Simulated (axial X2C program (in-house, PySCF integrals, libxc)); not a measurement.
**Curves of SnBr by EOM-EA-CCSD**

Computed with an in-house all-electron X2C program for linear molecules (integrals from PySCF): two-component X2C with atomic mean-field Coulomb and Gaunt terms, Gaussian nuclei, basis Sn dyall-acv3z, Br dyall-acv3z with contracted cores.

Energies in eV from the lowest point of the lowest state; states are followed by energy order within each Ω. Reference: SnBr⁺, 10 electrons correlated in 92 virtual spinors with an MP2 remainder; levels at this size can be off by some tenths of an eV. Masses 119.902 and 78.918 u.

```tsv
R (Å)	(1)Ω=1/2	(1)Ω=3/2	(2)Ω=1/2	(3)Ω=1/2	(5)Ω=1/2	(3)Ω=3/2
2.323	0.3179	0.5888	3.2119	4.0995	4.9935	5.0269
2.424	0.0783	0.3519	2.8141	3.9978	4.9188	4.9530
2.525	0.0000	0.2762	2.5523	4.0611	4.9933	5.0284
2.639	0.0421	0.3211	2.3825	4.2549	5.1929	5.2289
2.752	0.1744	0.4559	2.3114	4.5255	5.4672	5.5042
2.904	0.4345	0.7173	2.3249	4.9438	5.8904	5.9287
```

Fit the curves (1)Ω=1/2, (1)Ω=3/2, (3)Ω=1/2, (5)Ω=1/2, (3)Ω=3/2 near their minima.

At EOM-EA-CCSD from SnBr⁺ (the fit fixes ωe to about one per cent; ωe of higher roots by this method can be off by ten per cent):

| state | Te (cm⁻¹) | Re (Å) | ωe (cm⁻¹) |
| --- | --- | --- | --- |
| (1)Ω=1/2 | 0 | 2.540 | 240.2 |
| (1)Ω=3/2 | 2230 | 2.538 | 241.3 |
| (3)Ω=1/2 | 32250 | 2.429 | 298.6 |
| (5)Ω=1/2 | 39680 | 2.417 | 291.4 |
| (3)Ω=3/2 | 39950 | 2.417 | 291.7 |

For SnBr⁺ at CCSD, and between the minima:

Re = 2.415 Å, ωe = 299.4 cm⁻¹; removing the electron costs 6.923 eV without zero-point terms.

T1 of the reference reaches 0.033 (Lee–Taylor). Curves followed by order can swap character. Number of frozen shells: Sn 4 s, 3 p, 2 d; Br 3 s, 2 p, 1 d. Roots with under 60 % one-particle weight at any point are counted in the labels but not shown, and the list ends where the roots sought for some Ω run out; states that need a further excitation are missing and may lie low or lowest. Curves with a minimum but no constants failed the fit check.
